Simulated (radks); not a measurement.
Task: Numerical settings for neutral xenon, [Xe]. All-electron calculation, Dirac Kohn-Sham, PBE, spin-unpolarised, spherical densities, point nucleus. Program: a radial shooting solver on a logarithmic mesh with Libxc functionals. The defaults (mesh step 0.008 in ln r, mesh end at 40 bohr or more with all orbitals vanishing there, Anderson mixing 0.5 over 9 steps, residual threshold near 1e-9 with the energy settled to 1e-9 hartree or 1e-11 of itself, here a cap of 85 iterations) give E = -7450.2700 hartree and 5p3/2 at -7.855 eV in 12 iterations. Run on one thread of a shared host, so times are rough (Arm Neoverse N1): 0.17 s of CPU time, 0.17 s wall, 12 iterations on 2725 mesh points. One setting is changed at a time: mesh step in ln r 0.005; mesh step in ln r 0.08; mesh step in ln r 0.03; mesh end (bohr) 5; mesh end (bohr) 8; residual threshold 1e-16; residual threshold 0.1; mixing 1.5; linear mixing, mixing 0.8; linear mixing, mixing 1; mixing history 2; iteration cap 2. Which runs fail to converge, and which converge to a wrong energy?

Result: Not converged within the cap: mesh step in ln r 0.08; residual threshold 1e-16; linear mixing, mixing 1; iteration cap 2. Settings that end as converged yet miss the energy by more than 1 mhartree: mesh end (bohr) 5 (+0.0867 hartree).
